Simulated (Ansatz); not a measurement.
Two members of one family ((LiH)n), computed with Ansatz in the gas phase. The two geometries come from different levels. A negative affinity means that the extra electron isn't bound at that geometry and level; within about 0.2 eV of zero the sign isn't settled. Binding counts from free atoms in the multiplicity of their measured ground term, without zero-point energy. A dash marks a value that wasn't run or was left out as unsound. The structures are stationary points that may keep the symmetry of their start. Remarks come from the PBE and PBE0 runs and from stability tests at other levels; not every state was tested. A HOMO above zero means that the electron is unbound at that level and held by the basis, or that self-interaction error raises the level; the energy of removing that electron tells which.

First: Li7H7 (singlet, charge 0, PBE-D4/def2-TZVP geometry).

Cartesian coordinates in Å:
```
Li 2.2019 0.9120 0.2328
Li -1.6827 -0.6426 -1.1895
Li 0.8126 -0.2552 1.9681
Li -0.6585 1.4071 0.8906
Li 0.2273 0.8814 -1.9529
Li 1.4166 -1.0899 -1.1027
Li -2.2076 -1.1401 1.4414
H 1.0550 1.4935 1.4470
H -0.1076 -0.9214 -2.0250
H 1.8394 -0.9119 0.6559
H -2.7186 -1.5078 -0.0998
H -0.9614 -0.1097 2.0129
H 1.9170 0.7112 -1.4752
H -1.1336 1.1731 -0.8035
```

```csv
level,HOMO (eV),LUMO (eV),gap (eV),vertical EA (eV),binding per atom (eV)
PBE-D4/def2-TZVP,-5.14,-1.27,3.86,–,2.01
r2SCAN-D4/def2-TZVPD,-5.30,-0.77,4.53,0.00,2.06
PBE0-D4/def2-SVP,-6.21,-0.69,5.52,–,2.04
PBE0-D4/def2-TZVPD,-6.24,-0.73,5.52,0.09,2.02
CAM-B3LYP-D4/def2-TZVP,-7.73,0.00,7.73,–,2.14
```

Remarks: HOMO above zero (-1 doublet).

Second: Li8H8 (singlet, charge 0, r2SCAN-D4/def2-SVP geometry).

Cartesian coordinates in Å:
```
Li 0.792 2.526 0.128
Li 0.303 0.442 -1.912
Li 1.884 -0.407 0.481
Li 0.872 -2.405 -0.695
Li -1.403 2.041 -0.946
Li -0.260 -2.162 1.511
Li -1.696 -1.011 -0.226
Li -0.494 0.975 1.659
H 1.473 -2.093 1.037
H -1.226 -0.646 1.549
H -0.962 2.479 0.743
H 0.333 2.236 -1.587
H -1.494 0.306 -1.409
H 1.301 1.137 1.152
H 1.421 -0.798 -1.290
H -0.843 -2.621 -0.195
```

Q: Estimate how these quantities change from the first to the second (second minus first).

A: 
```
                 level  Δ HOMO (eV)  Δ LUMO (eV)  Δ gap (eV)  Δ vertical EA (eV)  Δ binding per atom (eV)
      PBE-D4/def2-TZVP        -0.13         0.00        0.13                   –                     0.05
  r2SCAN-D4/def2-TZVPD        -0.11         0.02        0.13               -0.02                     0.05
      PBE0-D4/def2-SVP        -0.10        -0.02        0.07                   –                     0.05
    PBE0-D4/def2-TZVPD        -0.09         0.00        0.09               -0.02                     0.05
CAM-B3LYP-D4/def2-TZVP        -0.08         0.01        0.08                   –                     0.04
```

Remarks: HOMO above zero (-1 doublet).
